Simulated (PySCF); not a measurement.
**C₆ coefficients of unlike pairs at UHF**

Calculated with PySCF 2.14 from the dipole response of each species, C₆(A,B) = (3/π) ∫ α_A(iu) α_B(iu) du, in atomic units, from isotropic polarisabilities. For ions this is the dispersion term alone; charge-induced terms of lower order in 1/R come first.

| species | configuration | basis | relativity | α (bohr³) | C₆ (like pair) |
| --- | --- | --- | --- | --- | --- |
| Se²⁺ | [Ar] 3d10 4s2 4p2 (3P) | def2-QZVPPD (12s8p5d4f1g) | none | 9.904 | 47.14 |
| Al²⁺ | [Ne] 3s1 (2S) | aug-cc-pV(D+d)Z (5s4p3d) | none | 15.57 | 44.55 |
| Xe³⁺ | [Kr] 4d10 5s2 5p3 (4S) | aug-cc-pVQZ-DK3 (9s8p6d3f2g) | spin-free X2C | 9.727 | 56.38 |
| Be²⁺ | 1s2 (1S) | x2c-QZVPPall with one added diffuse shell each of s, p type (8s5p2d1f) | spin-free X2C | 0.05061 | 0.01008 |

Question: Estimate C₆ for Be²⁺ with Se²⁺.

Answer: The integral gives 0.4673. The combination rule 2 C_A C_B / (C_A α_B/α_A + C_B α_A/α_B) gives 0.4293 and the geometric mean 0.6892.

No spin-orbit coupling is included.

The other pairs:

| pair | C₆ |
| --- | --- |
| Xe³⁺, Se²⁺ | 51.26 |
| Al²⁺, Se²⁺ | 41.26 |
| Xe³⁺, Al²⁺ | 42.99 |
| Be²⁺, Xe³⁺ | 0.5485 |
| Be²⁺, Al²⁺ | 0.3061 |
